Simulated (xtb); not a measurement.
nickel atom (Ni), triplet (GFN-xTB shapes and energies of metal compounds can be far from the true ones); GFN2-xTB in xtb.

Input for xtb:
```
$ xtb mol.xyz --gfn 2 --uhf 2 --etemp 10000 --json

# file mol.xyz
1

Ni     0.00000000     0.00000000     0.00000000
```

What the program printed (banner, timings and long lists left out):

```
   ID    Z sym.   atoms
    1   28 Ni     1

           -------------------------------------------------
          |                Calculation Setup                |
           -------------------------------------------------

           -------------------------------------------------
          |                 G F N 2 - x T B                 |
           -------------------------------------------------

          ...................................................
          :                      SETUP                      :
          :.................................................:
          :  # basis functions                  10          :
          :  # atomic orbitals                   9          :
          :  # shells                            3          :
          :  # electrons                        10          :
          :  max. iterations                   250          :
          :  Hamiltonian                  GFN2-xTB          :
          :  restarted?                      false          :
          :  GBSA solvation                  false          :
          :  PC potential                    false          :
          :  electronic temp.        10000.0000000     K    :
          :  accuracy                    1.0000000          :
          :  -> integral cutoff          0.2500000E+02      :
          :  -> integral neglect         0.1000000E-07      :
          :  -> SCF convergence          0.1000000E-05 Eh   :
          :  -> wf. convergence          0.1000000E-03 e    :
          :  Broyden damping             0.4000000          :
          :  net charge                          0          :
          :  unpaired electrons                  2          :
          ...................................................

 iter      E             dE          RMSdq      gap      omega  full diag
   1     -4.6033023 -0.460330E+01  0.135E+01    5.65       5.6  T
   2     -4.6033059 -0.357184E-05  0.108E+01    5.65       5.7  T
   3     -4.6033147 -0.884081E-05  0.830E+00    5.68       5.7  T
   4     -4.6033253 -0.106372E-04  0.611E+00    5.72       5.7  T
   5     -4.6033347 -0.939311E-05  0.425E+00    5.76       5.8  T
   6     -4.6033413 -0.657258E-05  0.277E+00    5.80       5.8  T
   7     -4.6033450 -0.370010E-05  0.166E+00    5.83       5.8  T
   8     -4.6033467 -0.165849E-05  0.894E-01    5.86       5.9  T
   9     -4.6033472 -0.574733E-06  0.420E-01    5.87       5.9  T
  10     -4.6033474 -0.146255E-06  0.164E-01    5.88       5.9  T
  11     -4.6033474 -0.250787E-07  0.494E-02    5.89       5.9  T
  12     -4.6033474 -0.248895E-08  0.975E-03    5.89       5.9  T
  13     -4.6033474 -0.104581E-09  0.787E-04    5.89       5.9  T
  14     -4.6033474 -0.715872E-12  0.176E-05    5.89       5.9  T

   *** convergence criteria satisfied after 14 iterations ***

 transition dipole moment (au) for excitation:           5           6
     X       Y       Z
   0.0000   0.0000   0.0000  total (au/Debye):    0.000   0.000
 dE (eV)             :    4.062
 oscillator strength :  0.00000E+00

         :::::::::::::::::::::::::::::::::::::::::::::::::::::
         ::                     SUMMARY                     ::
         :::::::::::::::::::::::::::::::::::::::::::::::::::::
         :: total energy              -4.603347406740 Eh    ::
         :: gradient norm              0.000000000000 Eh/a0 ::
         :: HOMO-LUMO gap              5.887566125299 eV    ::
         ::.................................................::
         :: SCC energy                -4.603347406740 Eh    ::
         :: -> isotropic ES           -0.001308970930 Eh    ::
         :: -> anisotropic ES          0.000000000000 Eh    ::
         :: -> anisotropic XC         -0.000000000000 Eh    ::
         :: -> dispersion              0.000000000000 Eh    ::
         :: repulsion energy           0.000000000000 Eh    ::
         :: add. restraining           0.000000000000 Eh    ::
         :: total charge               0.000000000010 e     ::
         :::::::::::::::::::::::::::::::::::::::::::::::::::::

           -------------------------------------------------
          |                Property Printout                |
           -------------------------------------------------

    * Orbital Energies and Occupations

         #    Occupation            Energy/Eh            Energy/eV
      -------------------------------------------------------------
         1        1.7928           -0.3750086             -10.2045
         2        1.7928           -0.3750086             -10.2045
         3        1.7928           -0.3750086             -10.2045
         4        1.7928           -0.3750086             -10.2045
         5        1.7928           -0.3750086             -10.2045
         6        0.9797           -0.2257429              -6.1428 (HOMO)
         7        0.0187           -0.0093788              -0.2552 (LUMO)
         8        0.0187           -0.0093788              -0.2552
         9        0.0187           -0.0093788              -0.2552
      -------------------------------------------------------------
                  HL-Gap            0.2163641 Eh            5.8876 eV
             Fermi-level           -0.2336048 Eh           -6.3567 eV

     #   Z          covCN         q      C6AA      α(0)
     1  28 Ni       0.000     0.000   589.488    65.147

 Mol. C6AA /au·bohr⁶  :        589.487754
 Mol. C8AA /au·bohr⁸  :      49394.827127
 Mol. α(0) /au        :         65.147166

Wiberg/Mayer (AO) data.
largest (>0.10) Wiberg bond orders for each atom

 ---------------------------------------------------------------------------
     #   Z sym  total        # sym  WBO       # sym  WBO       # sym  WBO
 ---------------------------------------------------------------------------
     1  28 Ni   0.000
 ---------------------------------------------------------------------------

molecular dipole:
                 x           y           z       tot (Debye)
 q only:        0.000       0.000       0.000
   full:        0.000       0.000       0.000       0.000
molecular quadrupole (traceless):
                xx          xy          yy          xz          yz          zz
 q only:        0.000       0.000       0.000       0.000       0.000       0.000
  q+dip:        0.000       0.000       0.000       0.000       0.000       0.000
   full:       -0.000      -0.000       0.000      -0.000      -0.000      -0.000

           -------------------------------------------------
          | TOTAL ENERGY               -4.603347406740 Eh   |
          | GRADIENT NORM               0.000000000000 Eh/α |
          | HOMO-LUMO GAP               5.887566125299 eV   |
           -------------------------------------------------

normal termination of xtb
```
